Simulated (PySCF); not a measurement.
# Correlation energy of Mg²⁺ (magnesium, charge +2)

[Ne], closed-shell 1S. All numbers are calculated (PySCF 2.14, the non-relativistic Hamiltonian (point nucleus), in def2-SVP). Frozen: [He] 2s2; 6 electrons correlated.

Total MP2 correlation energy: -3.91 mhartree.

Same-spin part -1.14 and opposite-spin part -2.78 mhartree; SCS-MP2 scales them by 1/3 and 6/5 to -3.71 mhartree.

| level | correlation energy (mhartree) |
| --- | --- |
| CCSD | -3.91 |
| (T) | -0.08 |
| CCSD(T) | -3.99 |

Diagnostics: T1 = 0.0014, D1 = 0.0020, largest double amplitude 0.005.

Cost of the coupled-cluster step: 0.03 s of wall time on 1 thread of Neoverse-V2 (shared host), for 6 correlated electrons.

Iterations:

```
CC2 = 0
CCSD nocc = 3, nmo = 16
frozen orbitals [0, 1]
max_cycle = 100
direct = 0
conv_tol = 1e-08
conv_tol_normt = 1e-06
diis_space = 8
diis_start_cycle = 0
Init t2, MP2 energy = -198.759843661245  E_corr(MP2) -0.00391354181947474
Init E_corr(CCSD) = -0.00391354181947506
cycle = 1  E_corr(CCSD) = -0.0038509103738728  dE = 6.26314456e-05  norm(t1,t2) = 0.00318912
cycle = 2  E_corr(CCSD) = -0.00390613228487039  dE = -5.5221911e-05  norm(t1,t2) = 0.000383121
cycle = 3  E_corr(CCSD) = -0.00391053125044652  dE = -4.39896558e-06  norm(t1,t2) = 7.80774e-05
cycle = 4  E_corr(CCSD) = -0.00391127325686459  dE = -7.42006418e-07  norm(t1,t2) = 4.91064e-06
cycle = 5  E_corr(CCSD) = -0.00391127457315505  dE = -1.31629046e-09  norm(t1,t2) = 2.26822e-07
CCSD converged
E(CCSD) = -198.7598413939988  E_corr = -0.003911274573155045
CCSD(T) correction = -8.0767319566281e-05
```
